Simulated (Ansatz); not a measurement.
Spectroscopic constants of BSe+, multiplicity 3 (lowest of 2S+1 = 1, 3, 5 at CCSD(T)/def2-TZVPP on PBE0 minima; our sources give no spin for the ground state, which may be another). No spin–orbit coupling. Se is treated without relativity.

Constants: fifth-degree fit in 1/R to seven points, most abundant isotopes. In def2 and cc sets the state is the lowest found near the PBE0 minimum, followed along R.

Codes used: Ansatz (a quantum-chemistry and plane-wave program) with Gaussian orbitals. Values without a source in brackets are computed.

Energies at PBE/def2-TZVPP:

| R (Å) | E (hartree) |
|---|---|
| 1.712494 | -2425.53616161 |
| 1.758529 | -2425.54230362 |
| 1.800881 | -2425.54551896 |
| 1.848757 | -2425.54688563 |
| 1.896634 | -2425.54633544 |
| 1.951875 | -2425.54387285 |
| 2.016324 | -2425.53920425 |

Q: With a reduced mass of 9.6763 u, find the minimum, the force constant and the constants.

A: A fifth-degree polynomial in 1/R puts the minimum at r_e = 1.8572 Å with force constant 348 N/m. Then ω_e = (1/2πc)√(k/μ) = 781 cm⁻¹ and B_e = h/(8π²cμr_e²) = 0.5051 cm⁻¹; the cubic and quartic terms give α_e = 0.0043 and ω_e x_e = 5.4 cm⁻¹.
